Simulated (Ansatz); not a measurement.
Single points on Si4H7.

```yaml
crystal:
  periodic: [false, false, false]
  atoms:
    - {symbol: Si, position_ang: [1.282246, 0.271069, 0.703059]}
    - {symbol: Si, position_ang: [-1.981208, -0.488479, 0.287527]}
    - {symbol: Si, position_ang: [-0.612135, 1.466603, -0.063889]}
    - {symbol: Si, position_ang: [0.115926, -1.571066, -0.221701]}
    - {symbol: H, position_ang: [2.682563, 0.629236, 0.274915]}
    - {symbol: H, position_ang: [-2.637774, -0.576154, -1.095349]}
    - {symbol: H, position_ang: [-0.278561, 1.928327, -1.464513]}
    - {symbol: H, position_ang: [0.432539, -2.926171, 0.367244]}
    - {symbol: H, position_ang: [1.335280, 0.206823, 2.204623]}
    - {symbol: H, position_ang: [-0.928546, 2.754336, 0.660491]}
    - {symbol: H, position_ang: [0.589670, -1.694515, -1.652399]}
basis:
  gaussian: {orbitals: def2-TZVPD, initial_orbitals: start.molden}
magnetization: {spin_polarized: true, initial_magnetization: 1}
hamiltonian: {xc: pbe0, dispersion: d4}
scf: {omitted_lower_state_checks: [starts]}
output: {orbitals: {seedname: orbitals}}
```

The file start.molden holds the orbitals of an earlier run on this structure, at another level or in another basis.

```sh
$ ansatz run in.yaml --threads 4 --pin off --events-out ev --progress --plain --max-ram 3916MiB
```

Output, abridged:

```
Functional definition: PBE0
1541 factors; their error is unknown
mean field evaluation 1: about -31607.9275 eV, gradient 8.7e1 eV
mean field evaluation 2: about -31610.1347 eV, gradient 2.8e0 eV
mean field evaluation 4: about -31610.1946 eV, gradient 9.2e-2 eV
mean field evaluation 8: about -31610.1947 eV, gradient 1.3e-5 eV
mean field -31610.19468256 eV, -1161.6532284248 hartree, gradient 1.3e-5 eV, S^2 0.755982; 0 other end points of the search recorded, 0 dependent functions left out
reference -31610.19472710 eV, -1161.6532300615 hartree; 32, 31 occupied and 203, 204 virtual orbitals, 1541 factors
Total energy: -31610.50822879 eV, -1161.6647510360 hartree
Checks for a lower state left out: starts
```

Run time 9 s (4 threads of Arm Neoverse V2 on a shared host), peak host memory 0.98 GiB.

First input, but with `hamiltonian: {xc: pbe, dispersion: d4}` (abridged; 5.5 s):

```
Functional definition: PBE
mean field -31607.05018771 eV, -1161.5376703701 hartree, gradient 1.5e-5 eV, S^2 0.754501
Total energy: -31607.41503693 eV, -1161.5510783319 hartree
Checks for a lower state left out: starts
```

First input, but with `hamiltonian: {xc: r2scan, dispersion: d4}` (abridged; 12 s):

```
Functional definition: r2SCAN
mean field -31620.56994873 eV, -1162.0345124237 hartree, gradient 1.4e-5 eV, S^2 0.758993
Total energy: -31620.65377427 eV, -1162.0375929554 hartree
Checks for a lower state left out: starts
```

Geometry: B3LYP-D4/def2-SVPD, that of the charge -1 singlet.

The structure comes from a short search, and lower isomers may exist.
